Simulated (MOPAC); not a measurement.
MOPAC input (PM7):

```
PM7 1SCF UHF MS=0.5 GEO-OK AUX(PRECISION=9) THREADS=1
C5H9O

C     2.44205183 1    0.52179049 1   -0.59620332 1
C     1.49964173 1   -0.07061435 1    0.46673631 1
C     0.14089565 1    0.51343107 1    0.40214243 1
C    -1.02527076 1   -0.25215002 1    0.04792754 1
O    -0.94619449 1   -1.45431377 1   -0.21376889 1
C    -2.35615197 1    0.47193234 1    0.00139444 1
H     2.52731750 1    1.60534129 1   -0.49278681 1
H     2.07478154 1    0.30490105 1   -1.59999263 1
H     3.44045445 1    0.09297813 1   -0.49873292 1
H     1.42650619 1   -1.15109698 1    0.34500935 1
H     1.92719462 1    0.12643151 1    1.45751216 1
H     0.02114102 1    1.57478152 1    0.59773704 1
H    -2.33219561 1    1.26930015 1   -0.74552112 1
H    -2.57679909 1    0.93772302 1    0.96475608 1
H    -3.14584370 1   -0.23218651 1   -0.24981462 1
```

Output:

```
 *******************************************************************************
 **                                                                           **
 **                              MOPAC v23.2.5                                **
 **                                                                           **
 *******************************************************************************
 ** MOPAC's Digital Object Identifier: https://doi.org/10.5281/zenodo.6511958 **
 **                                                                           **
 ** Please cite the open-source release paper for use of this MOPAC version:  **
 ** J. E. Moussa and J. J. P. Stewart (2026)                                  **
 ** MOPAC: An open-source semiempirical molecular orbital program             **
 ** J. Open Source Softw., 11(119), 8025, https://doi.org/10.21105/joss.08025 **
 *******************************************************************************

                              PM7 CALCULATION RESULTS

 *******************************************************************************
 *  PM7        - The PM7 Hamiltonian to be used
 *  GEO-OK     - OVERRIDE INTERATOMIC DISTANCE AND OTHER SAFETY CHECKS
 *  UHF        - UNRESTRICTED HARTREE-FOCK CALCULATION
 *  MS=        - IN MECI, MAGNETIC COMPONENT OF SPIN =  0.5
 *  1SCF       - DO 1 SCF AND THEN STOP
 *  AUX        - OUTPUT AUXILIARY INFORMATION
 *******************************************************************************
PM7 1SCF UHF MS=0.5 GEO-OK AUX(PRECISION=9) THREADS=1
 C5H9O

   ATOM   CHEMICAL          X               Y               Z
  NUMBER   SYMBOL      (ANGSTROMS)     (ANGSTROMS)     (ANGSTROMS)

     1       C          2.44205183  *   0.52179049  *  -0.59620332  *
     2       C          1.49964173  *  -0.07061435  *   0.46673631  *
     3       C          0.14089565  *   0.51343107  *   0.40214243  *
     4       C         -1.02527076  *  -0.25215002  *   0.04792754  *
     5       O         -0.94619449  *  -1.45431377  *  -0.21376889  *
     6       C         -2.35615197  *   0.47193234  *   0.00139444  *
     7       H          2.52731750  *   1.60534129  *  -0.49278681  *
     8       H          2.07478154  *   0.30490105  *  -1.59999263  *
     9       H          3.44045445  *   0.09297813  *  -0.49873292  *
    10       H          1.42650619  *  -1.15109698  *   0.34500935  *
    11       H          1.92719462  *   0.12643151  *   1.45751216  *
    12       H          0.02114102  *   1.57478152  *   0.59773704  *
    13       H         -2.33219561  *   1.26930015  *  -0.74552112  *
    14       H         -2.57679909  *   0.93772302  *   0.96475608  *
    15       H         -3.14584370  *  -0.23218651  *  -0.24981462  *

          CARTESIAN COORDINATES

    NO.       ATOM           X           Y           Z

     1         C          2.4421      0.5218     -0.5962
     2         C          1.4996     -0.0706      0.4667
     3         C          0.1409      0.5134      0.4021
     4         C         -1.0253     -0.2522      0.0479
     5         O         -0.9462     -1.4543     -0.2138
     6         C         -2.3562      0.4719      0.0014
     7         H          2.5273      1.6053     -0.4928
     8         H          2.0748      0.3049     -1.6000
     9         H          3.4405      0.0930     -0.4987
    10         H          1.4265     -1.1511      0.3450
    11         H          1.9272      0.1264      1.4575
    12         H          0.0211      1.5748      0.5977
    13         H         -2.3322      1.2693     -0.7455
    14         H         -2.5768      0.9377      0.9648
    15         H         -3.1458     -0.2322     -0.2498

 General Reference for PM7:
 "Optimization of Parameters for Semiempirical Methods VI: More Modifications to the
 NDDO Approximations and Re-optimization of Parameters", J. J. P. Stewart, J. Mol. Mod., 1:32, 19 (2013)
 https://link.springer.com/article/10.1007/s00894-012-1667-x

           Empirical Formula: C5 H9 O  =    15 atoms

      MOLECULAR POINT GROUP   :   C1

          UHF CALCULATION, NO. OF ALPHA ELECTRONS =   18
                           NO. OF BETA  ELECTRONS =   17

 -------------------------------------------------------------------------------
 PM7 1SCF UHF MS=0.5 GEO-OK AUX(PRECISION=9) THREADS=1
 C5H9O

     1SCF WAS SPECIFIED, SO BFGS WAS NOT USED
     SCF FIELD WAS ACHIEVED

                              PM7 CALCULATION
                                                       MOPAC v23.2.5 Linux

          FINAL HEAT OF FORMATION =        -32.97879 KCAL/MOL =    -137.98324 KJ/MOL

          COSMO AREA              =        137.28 SQUARE ANGSTROMS
          COSMO VOLUME            =        124.53 CUBIC ANGSTROMS

          IONIZATION POTENTIAL    =          9.784899 EV
          ALPHA SOMO LUMO (EV)    =         -9.785  0.962
          BETA  SOMO LUMO (EV)    =        -10.051 -0.985
          NO. OF ALPHA ELECTRONS  =         18
          NO. OF BETA  ELECTRONS  =         17
          MOLECULAR WEIGHT        =         85.1255         POINT GROUP:  C1

          MOLECULAR DIMENSIONS (Angstroms)

            Atom       Atom       Distance
            H    15    H     9     6.59902
            O     5    H    12     3.09748
            H     8    H    11     2.97861

          SCF CALCULATIONS        =          1

   ATOM   CHEMICAL          X               Y               Z
  NUMBER   SYMBOL      (ANGSTROMS)     (ANGSTROMS)     (ANGSTROMS)

     1       C          2.44205183  *   0.52179049  *  -0.59620332  *
     2       C          1.49964173  *  -0.07061435  *   0.46673631  *
     3       C          0.14089565  *   0.51343107  *   0.40214243  *
     4       C         -1.02527076  *  -0.25215002  *   0.04792754  *
     5       O         -0.94619449  *  -1.45431377  *  -0.21376889  *
     6       C         -2.35615197  *   0.47193234  *   0.00139444  *
     7       H          2.52731750  *   1.60534129  *  -0.49278681  *
     8       H          2.07478154  *   0.30490105  *  -1.59999263  *
     9       H          3.44045445  *   0.09297813  *  -0.49873292  *
    10       H          1.42650619  *  -1.15109698  *   0.34500935  *
    11       H          1.92719462  *   0.12643151  *   1.45751216  *
    12       H          0.02114102  *   1.57478152  *   0.59773704  *
    13       H         -2.33219561  *   1.26930015  *  -0.74552112  *
    14       H         -2.57679909  *   0.93772302  *   0.96475608  *
    15       H         -3.14584370  *  -0.23218651  *  -0.24981462  *

                             CARTESIAN COORDINATES

   1    C        2.442051830     0.521790490    -0.596203320
   2    C        1.499641730    -0.070614350     0.466736310
   3    C        0.140895650     0.513431070     0.402142430
   4    C       -1.025270760    -0.252150020     0.047927540
   5    O       -0.946194490    -1.454313770    -0.213768890
   6    C       -2.356151970     0.471932340     0.001394440
   7    H        2.527317500     1.605341290    -0.492786810
   8    H        2.074781540     0.304901050    -1.599992630
   9    H        3.440454450     0.092978130    -0.498732920
  10    H        1.426506190    -1.151096980     0.345009350
  11    H        1.927194620     0.126431510     1.457512160
  12    H        0.021141020     1.574781520     0.597737040
  13    H       -2.332195610     1.269300150    -0.745521120
  14    H       -2.576799090     0.937723020     0.964756080
  15    H       -3.145843700    -0.232186510    -0.249814620

           Empirical Formula: C5 H9 O  =    15 atoms

      MOLECULAR POINT GROUP   :   C1

          ALPHA EIGENVALUES
 -30.85758 -28.45351 -26.87722 -24.00204 -21.08627 -18.71769 -16.62536 -15.85937
 -15.42980 -14.86897 -14.17236 -13.69927 -13.37125 -12.99304 -12.56046 -12.05636
 -10.27778  -9.78490   0.96220   3.34203   3.74695   4.18678   4.35859   4.80996
   5.23102   5.31039   5.50137   5.65527   5.69410   5.88837   6.49186   6.57056
   6.78167

           BETA EIGENVALUES
 -30.36596 -28.22404 -26.69211 -23.83372 -20.98445 -18.47113 -16.52424 -15.66201
 -15.21230 -14.79555 -14.09592 -13.50987 -13.21419 -12.51430 -12.40056 -12.00190
 -10.05068  -0.98476   1.76296   3.36032   3.89894   4.32673   4.53066   4.97060
   5.22974   5.36787   5.53359   5.67395   5.80575   5.94831   6.50871   6.57796
   6.78948

              NET ATOMIC CHARGES AND DIPOLE CONTRIBUTIONS

  ATOM NO.   TYPE          CHARGE      No. of ELECS.   s-Pop       p-Pop
    1          C          -0.420050        4.4200     1.05121     3.36884
    2          C          -0.262162        4.2622     1.04584     3.21632
    3          C          -0.200299        4.2003     1.13645     3.06385
    4          C           0.420542        3.5795     1.10766     2.47180
    5          O          -0.432580        6.4326     1.89154     4.54104
    6          C          -0.531585        4.5316     1.06370     3.46789
    7          H           0.142109        0.8579     0.85789
    8          H           0.150644        0.8494     0.84936
    9          H           0.147141        0.8529     0.85286
   10          H           0.168589        0.8314     0.83141
   11          H           0.153247        0.8468     0.84675
   12          H           0.147936        0.8521     0.85206
   13          H           0.168614        0.8314     0.83139
   14          H           0.168098        0.8319     0.83190
   15          H           0.179756        0.8202     0.82024
 DIPOLE           X         Y         Z       TOTAL
 POINT-CHG.     0.521     3.096     0.656     3.208
 HYBRID        -0.074    -0.051    -0.045     0.100
 SUM            0.447     3.045     0.611     3.138

          ATOMIC ORBITAL ELECTRON POPULATIONS

     Atom    s        px        py        pz
    1  C   1.05121   1.11145   1.15022   1.10717
    2  C   1.04584   0.98810   1.14121   1.08702
    3  C   1.13645   1.00731   1.08155   0.97499
    4  C   1.10766   0.90397   0.84221   0.72562
    5  O   1.89154   1.90032   1.25083   1.38989
    6  C   1.06370   1.11469   1.16622   1.18698
    7  H   0.85789
    8  H   0.84936
    9  H   0.85286
   10  H   0.83141
   11  H   0.84675
   12  H   0.85206
   13  H   0.83139
   14  H   0.83190
   15  H   0.82024

                    (SZ)    =    0.500000
                    (S**2)  =    0.768007

          ATOMIC ORBITAL SPIN POPULATIONS

    Atom   Total    s     px     py     pz
         Atomic
    1  C  0.0385  0.007  0.015  0.004  0.014
    2  C -0.0430 -0.005 -0.026 -0.007 -0.005
    3  C  0.9170  0.024  0.045  0.064  0.784
    4  C -0.1214 -0.010 -0.015 -0.016 -0.081
    5  O  0.2143  0.006  0.006  0.014  0.188
    6  C  0.0010 -0.000 -0.000  0.000  0.001
    7  H -0.0010 -0.001
    8  H -0.0013 -0.001
    9  H -0.0005 -0.001
   10  H  0.0018  0.002
   11  H  0.0244  0.024
   12  H -0.0268 -0.027
   13  H -0.0014 -0.001
   14  H -0.0012 -0.001
   15  H -0.0005 -0.000

 **********************
 *                    *
 * JOB ENDED NORMALLY *
 *                    *
 **********************

 == MOPAC DONE ==
```

The geometry given is a B3LYP-D3(BJ)/def2-TZVP minimum.
